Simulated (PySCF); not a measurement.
Species: C₅H₁₁PS.
SMILES: `C=C[P@@H](=S)CCC`

The closed-shell SCF was solved with PySCF and density fitting under several settings on one GFN2-xTB geometry (grid level 2 and gas phase unless stated).

| settings | basis functions | SCF cycles | E (Eh) | HOMO (eV) | LUMO (eV) | dipole (D) |
| --- | --- | --- | --- | --- | --- | --- |
| PBE0/pcSseg-1 | 188 | 14 | -936.1243 | -6.61 | -0.84 | 4.16 |
| B3LYP/def2-SVPD | 239 | 14 | -936.3737 | -6.35 | -1.12 | 4.14 |
| WP04/pcSseg-1, IEF-PCM water, energy threshold 1e-11 Eh | 188 | 12 | -949.2784 | -7.91 | -2.65 | 6.09 |
| BLYP/6-311G** | 208 | 16 | -936.6290 | -5.30 | -1.65 | 4.27 |

**Question.** Estimate the row for these settings: BHandHLYP/pcSseg-1, energy threshold 1e-11 Eh, damping 0.1 at the start, DIIS from the seventh cycle.

**Answer.** 
```tsv
settings	basis functions	SCF cycles	E (Eh)	HOMO (eV)	LUMO (eV)	dipole (D)
BHandHLYP/pcSseg-1, energy threshold 1e-11 Eh, damping 0.1 at the start, DIIS from the seventh cycle	188	16	-936.4944	-7.55	0.28	4.30
```

**Question.** Over all rows, what range does the HOMO–LUMO gap span?

**Answer.** From 3.65 eV (BLYP/6-311G**) to 7.83 eV (BHandHLYP/pcSseg-1, energy threshold 1e-11 Eh, damping 0.1 at the start, DIIS from the seventh cycle). The functional of the narrowest has no exact exchange, that of the widest 50 % exact exchange.

Cycle counts include a coarse-grid stage where the run had one. All basis functions are spherical, in the Pople sets too. WP04 was designed for NMR shieldings or shifts; total energies of different functionals aren't comparable. One conformer (not necessarily the lowest) at the GFN2-xTB geometry, without vibrations or thermal averaging.

The values belong to the conformer `[CH2:1]=[CH:2][P@@H:3](=[S:4])[CH2:5][CH2:6][CH3:7]`: C1–C2–P3–S4 -1°, C2–P3–C5–C6 -91°, P3–C5–C6–C7 64°.
